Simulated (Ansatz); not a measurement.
Reaction (ligand exchange at the Si–C bond): `O[SiH2]C(F)F` + `N=C=O` → `O=C=N[SiH2]O` + `FCF`

Calculated with Ansatz (gas phase, PBE0-D4/def2-TZVP geometries, no zero-point term in ΔE). CCSD(T)/CBS is the MP2 limit (def2-TZVPP, def2-QZVPP) plus CCSD(T) − MP2 in def2-TZVPP, frozen cores. This one scheme is used for every species. Functionals use def2-TZVPP. One conformer a species, not always the lowest.

`O[SiH2]C(F)F`:

Z-matrix (Å, degrees):
```
Si
C 1 1.917
O 1 1.641 2 109.6
H 1 1.485 2 106.3 3 -122.5
H 1 1.479 2 109.1 3 116.7
F 2 1.366 1 110.1 3 175.7
F 2 1.373 1 108.9 3 58.1
H 2 1.096 1 115.7 3 -62.3
H 3 0.959 1 117.9 2 -64.8
```

`N=C=O`:

```xyz
4

N     0.427    0.522    0.362
C    -0.199   -0.449    0.011
O    -0.764   -1.440   -0.204
H     0.536    1.368   -0.169
```

`O=C=N[SiH2]O`:

```xyz
8

O    -1.337   -0.055    2.917
C    -1.004   -0.025    1.802
N    -0.693    0.038    0.650
Si    0.128   -0.274   -0.818
O     1.613    0.407   -0.835
H     0.345   -1.727   -0.953
H    -0.735    0.273   -1.890
H     1.682    1.362   -0.874
```

`FCF`:

```xyz
5

F    -0.779   -0.204   -1.033
C    -0.026    0.021    0.066
F     1.271   -0.195   -0.248
H    -0.145    1.065    0.368
H    -0.321   -0.687    0.846
```

| species | r2SCAN-D4 energy (Eh) |
| --- | --- |
| `O[SiH2]C(F)F` | -604.93119 |
| `N=C=O` | -168.67222 |
| `O=C=N[SiH2]O` | -534.66630 |
| `FCF` | -238.98595 |

Task: Work out ΔE.

Result: ΔE = (-534.66630) + (-238.98595) − (-604.93119) − (-168.67222) = -0.04884 Eh = -1.33 eV. CCSD(T)/CBS gives -1.38 eV.

Largest T1 diagnostic among the species: 0.018.

From PBE to PBE0 (25 % exact exchange), in def2-TZVPP and without D4, ΔE moves by −0.11 eV. In def2-TZVPP, CCSD(T) changes the Hartree–Fock value by +0.23 eV (the triples alone add +0.03 eV) and MP2 by +0.15 eV.
